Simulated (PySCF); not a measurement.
PySCF job for ethenyl(ethynyl)silane (C4H6Si), SMILES C#C[SiH2]C=C, PBE-D3(BJ)/def2-SVP. Geometry optimised at PBE-D3(BJ)/def2-SVP. Other conformers were not sampled.

```python
import numpy as np
from pyscf import gto, scf, dft, df
from pyscf.hessian import thermo

mol = gto.M(
    atom='''
    C     2.47280077    0.48851723    1.21200491
    C     1.56664154    0.26304952    0.41305149
    Si    0.19007719   -0.08395871   -0.76119404
    C    -1.35826176   -0.59629383    0.16675576
    C    -2.53025225    0.06135942    0.06357210
    H     3.27267882    0.68878246    1.91319352
    H    -0.10791639    1.15274646   -1.56325759
    H     0.64824739   -1.17831116   -1.68789966
    H    -1.30459129   -1.48310005    0.82564724
    H    -2.64154905    0.95609404   -0.57387217
    H    -3.43352004   -0.26058369    0.61059954
    ''',
    basis='def2-SVP',
    charge=0,
    spin=0,
    max_memory=1600,
    verbose=3,
)
mf = dft.RKS(mol, xc='pbe').density_fit(auxbasis='def2-universal-jkfit')
mf.disp = 'd3bj'
mf.grids.level = 3
mf.conv_tol = 1e-11
mf.max_cycle = 100
mf.kernel()

# analytic Hessian; the response equations are solved on a coarser grid
h, args, fine = mf.Hessian(), (mf.mo_energy, mf.mo_coeff, mf.mo_occ), mf.grids
h.max_memory = max(150, 2.5e-5 * df.make_auxmol(mol, mf.with_df.auxbasis).nao * mol.nelec[0] * (mol.nelec[0] + mol.nao))  # MB; small integral blocks
h1ao = h.make_h1(mf.mo_coeff, mf.mo_occ)
mf.grids = dft.Grids(mol).set(level=1).build(with_non0tab=True)
mo1, mo_e1 = h.solve_mo1(*args, h1ao)
mf.grids = fine
hess = h.hess_elec(*args, mo1, mo_e1, h1ao) + h.hess_nuc()
if mf.do_disp():
    hess += h.get_dispersion()
for i in range(mol.natm):  # the analytic DFT Hessian lacks the response of the grid: restore translational invariance
    hess[i, i] -= hess[i].sum(axis=0)
hess = (hess + hess.transpose(1, 0, 3, 2)) / 2
vib = thermo.harmonic_analysis(mol, hess, imaginary_freq=False)
thermo.dump_normal_mode(mol, vib)
th = thermo.thermo(mf, vib['freq_au'][vib['freq_au'] > 0], 298.15, 101325)
thermo.dump_thermo(mol, th)
g0 = mf.nuc_grad_method().set(verbose=0).kernel()

# dipole derivatives [dipole axis, atom, xyz] from the same response
r, irp = mol.intor('int1e_r'), mol.intor('int1e_irp').reshape(3, 3, mol.nao, mol.nao)
sl, dm0, ok = mol.aoslice_by_atom(), np.array(mf.make_rdm1()), []
dmu = np.einsum('a,xt->xat', mol.atom_charges(), np.eye(3))
for a, (_, _, p0, p1) in enumerate(sl):
    dmu[:, a] += 2 * np.einsum('xtij,ij->xt', irp[:, :, :, p0:p1], dm0.reshape(-1, mol.nao, mol.nao).sum(0)[:, p0:p1])
    for u, c, occ, f in [(mo1, mf.mo_coeff, mf.mo_occ, 4)]:
        dmu[:, a] -= f * np.einsum('tui,xuv,vi->xt', u[a], r, c[:, occ > 0], optimize=True)
L = vib['norm_mode']
ir = 974.8801 * (np.einsum('xat,kat->kx', dmu, L) ** 2).sum(1)       # km/mol
apt = np.einsum('xax->a', dmu) / 3
print('mode   freq/cm-1   IR/(km/mol)')
for k, w in enumerate(vib['freq_wavenumber']):
    print(f'{k + 1:4d} {w:11.2f} {ir[k]:13.3f}')
print('max |gradient| / (hartree/bohr):', abs(g0).max())
print('APT charges:', apt.round(4))
```

It prints:

```
converged SCF energy = -444.872142228342

WARN: DFTD3 does not support analytical Hessian, using finite difference


WARN: Mole.unit (angstrom) is changed to Bohr

Mode                                 0                   1                   2
Irrep
Freq [cm^-1]                       66.6938            124.0396            230.6659
Reduced mass [au]                   2.9917              2.5446              2.8746
Force const [Dyne/A]                0.0078              0.0231              0.0901
Char temp [K]                      95.9576            178.4654            331.8768
Normal mode                   x     y     z       x     y     z       x     y     z
       0   C                -0.09  0.05  0.05   -0.10 -0.06  0.07    0.04 -0.10 -0.01
       1   C                -0.03  0.00 -0.01    0.00  0.01 -0.06   -0.07  0.20  0.02
       2  Si                 0.01 -0.04 -0.05    0.01  0.01 -0.07    0.01 -0.02 -0.00
       3   C                 0.01 -0.06 -0.07    0.07  0.08  0.08   -0.01 -0.02 -0.02
       4   C                 0.07  0.08  0.12    0.01 -0.04  0.03    0.00  0.00  0.01
       5   H                -0.14  0.09  0.10   -0.18 -0.11  0.18    0.11 -0.32 -0.03
       6   H                 0.01 -0.04 -0.05    0.00 -0.03 -0.12   -0.05 -0.17 -0.22
       7   H                 0.05 -0.03 -0.04   -0.04 -0.04 -0.03    0.16 -0.13  0.21
       8   H                -0.03 -0.16 -0.21    0.19  0.22  0.26   -0.01 -0.03 -0.04
       9   H                 0.12  0.20  0.27   -0.11 -0.18 -0.14    0.01  0.02  0.03
      10   H                 0.08  0.09  0.14    0.08 -0.01  0.16    0.01  0.01  0.02
Mode                                 3                   4                   5
Irrep
Freq [cm^-1]                      262.8248            311.5676            477.9785
Reduced mass [au]                   2.4497              2.9406              1.6067
Force const [Dyne/A]                0.0997              0.1682              0.2163
Char temp [K]                     378.1464            448.2763            687.7047
Normal mode                   x     y     z       x     y     z       x     y     z
       0   C                -0.04 -0.02  0.01    0.01  0.00 -0.06    0.04  0.01  0.04
       1   C                 0.02  0.05 -0.07   -0.15 -0.05  0.14    0.07  0.05 -0.02
       2  Si                -0.05  0.00  0.03   -0.01  0.01 -0.03    0.02 -0.03 -0.01
       3   C                 0.03 -0.09  0.08    0.05 -0.02  0.01   -0.09 -0.06 -0.07
       4   C                 0.12  0.04 -0.07    0.07  0.01 -0.01   -0.06  0.02  0.03
       5   H                -0.08 -0.07  0.07    0.13  0.04 -0.21    0.01 -0.02  0.08
       6   H                -0.27  0.04  0.17   -0.02  0.07  0.06   -0.11  0.09  0.21
       7   H                -0.03  0.14 -0.13    0.12  0.12 -0.10    0.18  0.22 -0.21
       8   H                -0.08 -0.08  0.10    0.11  0.12  0.19   -0.04  0.17  0.23
       9   H                 0.32  0.02 -0.13    0.05 -0.12 -0.18   -0.15 -0.16 -0.22
      10   H                 0.00  0.19 -0.17    0.11  0.17  0.15    0.06  0.27  0.37
Mode                                 6                   7                   8
Irrep
Freq [cm^-1]                      594.8254            618.6928            684.3253
Reduced mass [au]                   1.7738              5.4268              2.8693
Force const [Dyne/A]                0.3698              1.2239              0.7917
Char temp [K]                     855.8214            890.1612            984.5918
Normal mode                   x     y     z       x     y     z       x     y     z
       0   C                 0.00 -0.01 -0.01    0.11  0.03  0.09   -0.03  0.01 -0.04
       1   C                -0.04  0.06  0.02    0.07  0.00  0.10   -0.02 -0.05 -0.01
       2  Si                 0.05 -0.06 -0.04   -0.06  0.00 -0.10    0.08  0.05 -0.03
       3   C                -0.00  0.07  0.08   -0.02 -0.02  0.06   -0.09 -0.07  0.11
       4   C                -0.04  0.00 -0.00   -0.01 -0.00 -0.00   -0.06  0.00  0.02
       5   H                 0.01 -0.03 -0.01    0.11  0.03  0.10   -0.09 -0.06  0.04
       6   H                -0.09  0.17  0.36   -0.13 -0.07 -0.18   -0.03 -0.08 -0.18
       7   H                -0.04  0.23 -0.41   -0.10 -0.07 -0.02    0.33  0.03  0.12
       8   H                -0.13 -0.06 -0.08   -0.04 -0.07 -0.00   -0.15 -0.09  0.10
       9   H                -0.03  0.11  0.15    0.10  0.03  0.02    0.14  0.01 -0.01
      10   H                -0.10 -0.19 -0.20   -0.08  0.02 -0.11   -0.19  0.14 -0.11
Mode                                 9                  10                  11
Irrep
Freq [cm^-1]                      692.5235            700.3392            729.8993
Reduced mass [au]                   1.2858              1.2927              1.1452
Force const [Dyne/A]                0.3633              0.3736              0.3595
Char temp [K]                     996.3872           1007.6322           1050.1625
[...]
       7   H                 0.65  0.22  0.06   -0.10  0.42 -0.52   -0.02  0.00 -0.01
       8   H                 0.07 -0.03 -0.06    0.00  0.03  0.04   -0.00 -0.01 -0.01
       9   H                 0.03  0.03  0.04   -0.01  0.02  0.03    0.15  0.34  0.46
      10   H                -0.01 -0.04 -0.06    0.01 -0.05 -0.03    0.16  0.35  0.47
Mode                                15                  16                  17
Irrep
Freq [cm^-1]                      978.9860           1002.3122           1227.9338
Reduced mass [au]                   1.2040              1.0797              1.3359
Force const [Dyne/A]                0.6799              0.6391              1.1868
Char temp [K]                    1408.5429           1442.1042           1766.7234
Normal mode                   x     y     z       x     y     z       x     y     z
       0   C                 0.00 -0.00  0.00   -0.00 -0.00  0.00   -0.00  0.00 -0.00
       1   C                -0.00 -0.00  0.00    0.00 -0.00  0.00   -0.00  0.00  0.00
       2  Si                -0.00  0.02 -0.01    0.00  0.00  0.01    0.01 -0.00 -0.00
       3   C                -0.01 -0.05  0.05    0.02  0.05  0.05   -0.04 -0.07  0.07
       4   C                 0.06  0.04 -0.05   -0.01 -0.01 -0.00   -0.01  0.09 -0.06
       5   H                 0.00  0.00 -0.00   -0.00  0.00 -0.00   -0.00 -0.00 -0.00
       6   H                 0.13  0.03 -0.03   -0.01 -0.04 -0.05   -0.04 -0.00  0.01
       7   H                -0.02 -0.05  0.05   -0.01  0.03 -0.04   -0.01 -0.01 -0.01
       8   H                -0.55 -0.02  0.13   -0.16 -0.43 -0.58    0.72 -0.17 -0.13
       9   H                -0.44  0.06  0.06   -0.09 -0.29 -0.38   -0.35  0.11  0.03
      10   H                 0.34 -0.34  0.18    0.07  0.23  0.26    0.12 -0.12  0.05
Mode                                18                  19                  20
Irrep
Freq [cm^-1]                     1370.8179           1621.5161           2083.5002
Reduced mass [au]                   1.1710              4.8895              5.8725
Force const [Dyne/A]                1.2965              7.5746             15.0197
Char temp [K]                    1972.3017           2333.0007           2997.6928
Normal mode                   x     y     z       x     y     z       x     y     z
       0   C                 0.00  0.00  0.00    0.00  0.00  0.00    0.12  0.03  0.11
       1   C                 0.00 -0.00 -0.00    0.00  0.00 -0.00   -0.16 -0.04 -0.14
       2  Si                 0.01  0.00 -0.00    0.01 -0.00 -0.00    0.01  0.00  0.01
       3   C                -0.11  0.04  0.01   -0.17  0.08  0.00    0.00  0.00  0.00
       4   C                 0.00  0.00 -0.00    0.17 -0.09  0.01   -0.00  0.00  0.00
       5   H                 0.00  0.00 -0.00    0.00 -0.00  0.00    0.22  0.06  0.20
       6   H                -0.02  0.01 -0.00   -0.02  0.00  0.00   -0.00  0.03 -0.01
       7   H                 0.00 -0.00 -0.00    0.01  0.01 -0.01    0.02 -0.03 -0.02
       8   H                 0.09  0.02 -0.04    0.08  0.06 -0.07   -0.00 -0.00  0.00
       9   H                 0.61 -0.06 -0.16   -0.20 -0.08  0.13    0.00  0.00  0.00
      10   H                 0.36 -0.49  0.25    0.00  0.18 -0.14   -0.00 -0.00 -0.00
Mode                                21                  22                  23
Irrep
Freq [cm^-1]                     2157.1415           2166.6353           3048.9064
Reduced mass [au]                   1.0400              1.0430              1.0585
Force const [Dyne/A]                2.8511              2.8848              5.7971
Char temp [K]                    3103.6464           3117.3058           4386.6975
Normal mode                   x     y     z       x     y     z       x     y     z
       0   C                 0.01  0.00  0.00    0.00  0.00  0.00   -0.00 -0.00 -0.00
       1   C                -0.01 -0.00 -0.01   -0.00 -0.00 -0.00    0.00  0.00  0.00
       2  Si                 0.01 -0.02 -0.02   -0.01  0.03 -0.02    0.00 -0.00  0.00
       3   C                 0.00 -0.00 -0.00   -0.00  0.00 -0.00   -0.01 -0.01  0.01
       4   C                -0.00  0.00 -0.00    0.00 -0.00  0.00    0.06 -0.03  0.00
       5   H                 0.01  0.00  0.01    0.01  0.00  0.01    0.00 -0.00  0.00
       6   H                 0.02 -0.09  0.04    0.19 -0.80  0.52    0.00  0.00 -0.00
       7   H                -0.30  0.71  0.60    0.03 -0.06 -0.06    0.00  0.00 -0.00
       8   H                 0.00 -0.00  0.00    0.01  0.00 -0.00   -0.01  0.18 -0.13
       9   H                -0.00  0.00 -0.00    0.01  0.00 -0.00   -0.05  0.53 -0.38
      10   H                 0.00 -0.00  0.00    0.00 -0.00  0.00   -0.55 -0.21  0.34
Mode                                24                  25                  26
Irrep
Freq [cm^-1]                     3071.6222           3141.6184           3390.4315
Reduced mass [au]                   1.0917              1.1167              1.1564
Force const [Dyne/A]                6.0689              6.4938              7.8320
Char temp [K]                    4419.3805           4520.0894           4878.0760
Normal mode                   x     y     z       x     y     z       x     y     z
       0   C                 0.00 -0.00  0.00    0.00 -0.00  0.00    0.08  0.02  0.07
       1   C                 0.00  0.00 -0.00   -0.00  0.00 -0.00   -0.02 -0.01 -0.02
       2  Si                -0.00  0.00  0.00    0.00 -0.00 -0.00    0.00  0.00  0.00
       3   C                -0.01  0.06 -0.05    0.00 -0.01  0.01    0.00  0.00 -0.00
       4   C                 0.01 -0.02  0.01   -0.04 -0.06  0.06    0.00 -0.00  0.00
       5   H                 0.00  0.00  0.00   -0.00 -0.00 -0.00   -0.68 -0.17 -0.60
       6   H                 0.00 -0.00  0.00    0.00  0.00 -0.00   -0.00 -0.00  0.00
       7   H                 0.00 -0.00 -0.00   -0.00  0.00  0.00   -0.00  0.00  0.00
       8   H                 0.04 -0.74  0.55   -0.00  0.09 -0.07   -0.00 -0.00  0.00
       9   H                -0.02  0.19 -0.14   -0.07  0.53 -0.38    0.00  0.00 -0.00
      10   H                -0.06 -0.02  0.04    0.55  0.19 -0.33   -0.00  0.00  0.00
temperature 298.1500 [K]
pressure 101325.00 [Pa]
Rotational constants [GHz] 10.12351 1.96860 1.76973
Symmetry number 1
Zero-point energy (ZPE) 0.07616 [Eh]   199960.888 [J/mol]
                           tot       elec      trans        rot        vib
Entropy [J/mol/K]       340.640      0.000    163.732    111.350     65.558
Cv [J/mol/K]            102.009      0.000     12.472     12.472     77.066
Cp [J/mol/K]            110.323      0.000     20.786     12.472     77.066
Internal energy [J/mol]                      3718.434   3718.434 210868.828
Internal energy [Eh]   -444.78899  -444.87214
Enthalpy [J/mol]                             6197.391   3718.434 210868.828
Enthalpy [Eh]          -444.78805
Gibbs free energy [J/mol]                  -42619.290 -29480.546 191322.652
Gibbs free energy [Eh] -444.82673
mode   freq/cm-1   IR/(km/mol)
   1       66.69         0.195
   2      124.04         0.378
   3      230.67         5.052
   4      262.82         3.105
   5      311.57         9.269
   6      477.98         8.746
   7      594.83        60.980
   8      618.69        41.147
   9      684.33        20.446
  10      692.52        32.712
  11      700.34        33.762
  12      729.90         1.166
  13      828.43       299.814
  14      901.89        79.048
  15      944.73        31.454
  16      978.99        11.089
  17     1002.31         7.904
  18     1227.93         0.225
  19     1370.82        11.528
  20     1621.52         5.798
  21     2083.50        27.868
  22     2157.14        91.216
  23     2166.64        79.656
  24     3048.91        12.386
  25     3071.62         2.548
  26     3141.62         7.316
  27     3390.43        51.456
max |gradient| / (hartree/bohr): 8.705156911242707e-05
APT charges: [-0.2152 -0.4727  1.2965 -0.3473 -0.0246  0.2106 -0.2562 -0.2699  0.0171
  0.0295  0.0323]
```

Self-consistency was reached.
